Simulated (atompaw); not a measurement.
## Gd (Z = 64) PAW (atompaw): all-electron and pseudo phase curves

| Quantity | Value |
| --- | --- |
| Element | Gd (Z = 64) |
| Generator | atompaw 4.2.0.5 |
| Type | PAW |
| Functional | LDA (PW92) |
| Relativity | scalar-relativistic |
| Frozen core | [Kr] 4d10 |
| Valence charge | 18 |
| Reference configuration | 4f7 5s2 5p6 5d0 6s0 6p0 (charge +3) |
| Partial waves | 5s (bound): rc 1.90 bohr; 6s (bound, empty): rc 3.00 bohr; 5p (bound): rc 2.35 bohr; 6p (bound, empty): rc 3.00 bohr; 5d (bound, empty): rc 3.00 bohr; 5d channel at 3.35 Ry: rc 3.00 bohr; 4f (bound): rc 1.10 bohr; 4f channel at 2.3 Ry: rc 1.10 bohr |
| Local potential | bessel scheme, radius 2.70 bohr |
| Core correction | smooth core density matched at 1.55 bohr |
| Augmentation charge | besselshape compensation charge, radius 2.75 bohr; PAW radius 3.00 bohr; waves and projectors: custom rrkj gramschmidtortho |

The phase is arctan(r·u′/u) with u = r·R(r), unwrapped; energies in Ry, scanned from -8 to 5 Ry. A pole is an energy at which the radial function vanishes at the test radius. The pseudo phase is shifted by a multiple of π to meet the all-electron one at the reference energy, and phase errors are pseudo minus all-electron; the curves can meet again beyond the range given. Levels narrower than the energy grid can be missing from the lists of poles.

| channel | radius (bohr) | reference energy (Ry) | poles, all-electron | poles, pseudo | unbroken range about the reference energy with phases within 0.05 rad | phase error 1 Ry above the reference energy (rad) |
| --- | --- | --- | --- | --- | --- | --- |
| s | 3.00 | -1.66 | -5.48, 0.34 | -5.48, 0.07 | below 0.5 | -0.017 |
| p | 3.00 | -1.25 | -3.73, 1.60 | -3.73, 1.52 | below 3.9 | -0.005 |
| d | 3.00 | -1.83 | -1.35, 3.82 | -1.26, 3.85 | -2.0 to -0.9 | +0.055 |
| f | 3.00 | -2.50 | -2.50, 1.37 | -2.50, 1.38 | below -0.7 | +0.008 |

Phases in the d channel:

| E (Ry) | all-electron | pseudo |
| --- | --- | --- |
| -8.00 | 1.438 | 1.448 |
| -7.76 | 1.435 | 1.446 |
| -7.52 | 1.432 | 1.444 |
| -7.28 | 1.429 | 1.441 |
| -7.04 | 1.426 | 1.439 |
| -6.80 | 1.423 | 1.436 |
| -6.56 | 1.419 | 1.433 |
| -6.32 | 1.415 | 1.429 |
| -6.08 | 1.410 | 1.425 |
| -5.84 | 1.405 | 1.421 |
| -5.60 | 1.400 | 1.417 |
| -5.36 | 1.394 | 1.412 |
| -5.12 | 1.388 | 1.407 |
| -4.88 | 1.380 | 1.400 |
| -4.64 | 1.372 | 1.393 |
| -4.40 | 1.362 | 1.385 |
| -4.16 | 1.351 | 1.376 |
| -3.92 | 1.337 | 1.364 |
| -3.68 | 1.320 | 1.350 |
| -3.44 | 1.299 | 1.331 |
| -3.20 | 1.270 | 1.307 |
| -2.96 | 1.229 | 1.271 |
| -2.72 | 1.164 | 1.214 |
| -2.48 | 1.040 | 1.105 |
| -2.24 | 0.716 | 0.811 |
| -2.00 | -0.393 | -0.343 |
| -1.76 | -1.242 | -1.239 |
| -1.52 | -1.486 | -1.469 |
| -1.28 | -1.597 | -1.566 |
| -1.04 | -1.667 | -1.623 |
| -0.80 | -1.722 | -1.665 |
| -0.56 | -1.774 | -1.701 |
| -0.32 | -1.832 | -1.736 |
| -0.08 | -1.903 | -1.774 |
| 0.16 | -2.004 | -1.821 |
| 0.40 | -2.167 | -1.883 |
| 0.64 | -2.470 | -1.979 |
| 0.88 | -3.047 | -2.151 |
| 1.12 | -3.719 | -2.530 |
| 1.36 | -4.115 | -3.333 |
| 1.60 | -4.317 | -4.017 |
| 1.84 | -4.433 | -4.312 |
| 2.08 | -4.506 | -4.453 |
| 2.32 | -4.558 | -4.533 |
| 2.56 | -4.596 | -4.585 |
| 2.80 | -4.627 | -4.622 |
| 3.04 | -4.652 | -4.651 |
| 3.28 | -4.673 | -4.673 |
| 3.52 | -4.692 | -4.691 |
| 3.76 | -4.709 | -4.707 |
| 4.00 | -4.724 | -4.721 |
| 4.24 | -4.739 | -4.734 |
| 4.48 | -4.754 | -4.745 |
| 4.72 | -4.770 | -4.756 |
| 4.96 | -4.785 | -4.767 |
